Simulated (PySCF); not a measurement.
C4H5Br, SMILES C=C/C=C/Br.

Coordinates come from a B3LYP-D3(BJ)/def2-SVP optimisation. The values are those of a single conformer.

The numbers are results of PBE/def2-TZVP (PySCF), not measurements.

Symmetry labels are those of the subgroup Cs that the program uses (full group Cs).

Computed valence orbital energies around the gap with their symmetry:
```csv
orbital,symmetry,energy (eV)
HOMO−7,A',-11.38
HOMO−6,A',-9.98
HOMO−5,A',-9.66
HOMO−4,A",-8.83
HOMO−3,A',-8.69
HOMO−2,A",-7.54
HOMO−1,A',-7.04
HOMO,A",-5.74
LUMO,A",-2.14
LUMO+1,A',-0.83
LUMO+2,A",0.15
LUMO+3,A',0.82
```
